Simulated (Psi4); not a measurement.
C2H3O2, doublet (typed; the unrestricted solution is spin-contaminated), geometry from GFN2-xTB; Psi4 with MP2/STO-3G.

Psi4 was given this input:
```
memory 2 GB

molecule mol {
0 2
C     0.047659    0.082433   -0.051182
O     0.272140    1.158506   -0.578460
O    -1.156745   -0.201742    0.493676
H    -1.749413    0.557359    0.387736
C     0.980188   -0.988971    0.064329
H     0.690192   -1.902860    0.547326
H     1.968976   -0.869389   -0.335668
}

set {
  basis sto-3g
  reference uhf
  freeze_core true
  mp2_type conv
  scf_type pk
  puream true
  d_convergence 1e-8
}

energy('mp2')
print_variables()
```

**Question.** Predict the main parts of the log of this Psi4 run.

**Answer.** 
```
   => Loading Basis Set <=

    Name: STO-3G
    Role: ORBITAL
    Keyword: BASIS

         ---------------------------------------------------------
                                   SCF
               by Justin Turney, Rob Parrish, Andy Simmonett
                          and Daniel G. A. Smith
                              UHF Reference
         ---------------------------------------------------------

  ==> Geometry <==

    Molecular point group: c1
    Full point group: C1

    Geometry (in Angstrom), charge = 0, multiplicity = 2:

       Center              X                  Y                   Z               Mass
    ------------   -----------------  -----------------  -----------------  -----------------
         C            0.062878340706     0.045277295365    -0.041111990018    12.000000000000
         O            0.287359340706     1.121350295365    -0.568389990018    15.994914619570
         O           -1.141525659294    -0.238897704635     0.503746009982    15.994914619570
         H           -1.734193659294     0.520203295365     0.397806009982     1.007825032230
         C            0.995407340706    -1.026126704635     0.074399009982    12.000000000000
         H            0.705411340706    -1.940015704635     0.557396009982     1.007825032230
         H            1.984195340706    -0.906544704635    -0.325597990018     1.007825032230

  Running in c1 symmetry.

  Rotational constants: A =      0.39232  B =      0.35788  C =      0.18716 [cm^-1]
  Rotational constants: A =  11761.57031  B =  10728.95006  C =   5610.77727 [MHz]
  Nuclear repulsion =  113.963200291118923

  Charge       = 0
  Multiplicity = 2
  Electrons    = 31
  Nalpha       = 16
  Nbeta        = 15

  ==> Algorithm <==

  SCF Algorithm Type is PK.
  DIIS enabled.
  MOM disabled.
  Fractional occupation disabled.
  Guess Type is SAD.
  Energy threshold   = 1.00e-08
  Density threshold  = 1.00e-08
  Integral threshold = 1.00e-12

  ==> Primary Basis <==

  Basis Set: STO-3G
    Blend: STO-3G
    Number of shells: 15
    Number of basis functions: 23
    Number of Cartesian functions: 23
    Spherical Harmonics?: true
    Max angular momentum: 1

  ==> Integral Setup <==

  Using in-core PK algorithm.
   Calculation information:
      Number of atoms:                   7
      Number of AO shells:              15
      Number of primitives:             45
      Number of atomic orbitals:        23
      Number of basis functions:        23

      Integral cutoff                 1.00e-12
      Number of threads:                 1

  Performing in-core PK
  Using 76452 doubles for integral storage.
  We computed 6898 shell quartets total.
  Whereas there are 7260 unique shell quartets.

  ==> DiskJK: Disk-Based J/K Matrices <==

    J tasked:                  Yes
    K tasked:                  Yes
    wK tasked:                  No
    Schwarz Cutoff:          1E-12

  Minimum eigenvalue in the overlap matrix is 2.1975251656E-01.
  Reciprocal condition number of the overlap matrix is 1.0132024920E-01.
    Using symmetric orthogonalization.

  ==> Pre-Iterations <==

  SCF Guess: Superposition of Atomic Densities via on-the-fly atomic UHF (no occupation information).

   -------------------------
    Irrep   Nso     Nmo
   -------------------------
     A         23      23
   -------------------------
    Total      23      23
   -------------------------

  ==> Iterations <==

                        Total Energy        Delta E     RMS |[F,P]|

   @UHF iter SAD:  -221.71875797014314   -2.21719e+02   0.00000e+00
   @UHF iter   1:  -223.97870422441468   -2.25995e+00   2.10107e-02 ADIIS/DIIS
   @UHF iter   2:  -224.10844157545608   -1.29737e-01   1.38508e-02 ADIIS/DIIS
   @UHF iter   3:  -224.16194393090956   -5.35024e-02   2.76987e-03 ADIIS/DIIS
   @UHF iter   4:  -224.16847882192701   -6.53489e-03   1.74861e-03 ADIIS/DIIS
   @UHF iter   5:  -224.17281310010148   -4.33428e-03   1.30354e-03 ADIIS/DIIS
[...]
  @UHF Final Energy:  -224.18259212844683
    Total Energy =                       -224.1825921284468279
  DIE_IF_NOT_CONVERGED          => (empty)
[...]
  ORTH_TYPE                     => (empty)
  OS_SCALE                      => (empty)
  PARENT_SYMMETRY               => (empty)
  PCG_BETA_TYPE                 => (empty)
  PCG_CONVERGENCE               => (empty)
  PCG_MAXITER                   => (empty)
  PCM                           => (empty)
  PE                            => (empty)
  PRINT                         => (empty)
  PRINT_NOONS                   => (empty)
  PROPERTIES                    => (empty)
  PROPERTIES_ORIGIN             => (empty)
  PUREAM                        => TRUE            !
  QC_MODULE                     => (empty)
  RAS1                          => (empty)
  RAS2                          => (empty)
  RAS3                          => (empty)
  RAS4                          => (empty)
  RELATIVISTIC                  => (empty)
  RELAXED                       => (empty)
  REMP_A                        => (empty)
  RESTRICTED_DOCC               => (empty)
  RESTRICTED_UOCC               => (empty)
  RMS_MOGRAD_CONVERGENCE        => (empty)
  R_CONVERGENCE                 => (empty)
  SCF_TYPE                      => PK              !
  SCREENING                     => (empty)
  SCS_TYPE                      => (empty)
  SOCC                          => (empty)
  SOS_TYPE                      => (empty)
  SPIN_SCALE_TYPE               => NONE            !
  SS_SCALE                      => (empty)
  SYMMETRIZE                    => (empty)
  TPDM_ABCD_TYPE                => (empty)
  WFN                           => (empty)
  WFN_TYPE                      => OMP2            !
  WRITER_FILE_LABEL             => (empty)
  ZORA_BASIS_TOLERANCE          => (empty)
  ZORA_NR_DEBUG                 => (empty)
  ZORA_PRUNING_SCHEME           => (empty)
  ZORA_RADIAL_POINTS            => (empty)
  ZORA_SPHERICAL_POINTS         => (empty)

 ==============================================================================
 ==============================================================================
 ==============================================================================

                             MP2
                    Program Written by Ugur Bozkaya,
              Additional Contributions by J. P. Misiewicz

 ==============================================================================
 ==============================================================================
 ==============================================================================

	MO spaces per irreps...

	IRREP   FC   AOCC  BOCC  AVIR    BVIR  FV
	==========================================
	   A     4    12    11     7      8     0
	==========================================

	Computing MP2 energy using SCF MOs (Canonical MP2)...
	==============================================================================
	Nuclear Repulsion Energy (a.u.)    :   113.96320029111892
	SCF Energy (a.u.)                  :  -224.18259212844683
	REF Energy (a.u.)                  :  -224.18259212844683
	Alpha-Alpha Contribution (a.u.)    :    -0.01372009615130
	Alpha-Beta Contribution (a.u.)     :    -0.12175439578765
	Beta-Beta Contribution (a.u.)      :    -0.01430367347393
	Scaled_SS Correlation Energy (a.u.):    -0.00934125654174
	Scaled_OS Correlation Energy (a.u.):    -0.14610527494518
	SCS-MP2 Total Energy (a.u.)        :  -224.33803865993374
	SOS-MP2 Total Energy (a.u.)        :  -224.32869740339200
	SCSN-MP2 Total Energy (a.u.)       :  -224.23191396298722
	SCS-MP2-VDW Total Energy (a.u.)    :  -224.35244963986764
	SOS-PI-MP2 Total Energy (a.u.)     :  -224.35304828254954
	MP2 Correlation Energy (a.u.)      :    -0.14977816541287
	MP2 Total Energy (a.u.)            :  -224.33237029385970
	==============================================================================

  Variable Map:
  ----------------------------------------------------------------------------
[...]
  Array Variable Map:
  ----------------------------------------------------------------------------
[...]
[...]
```
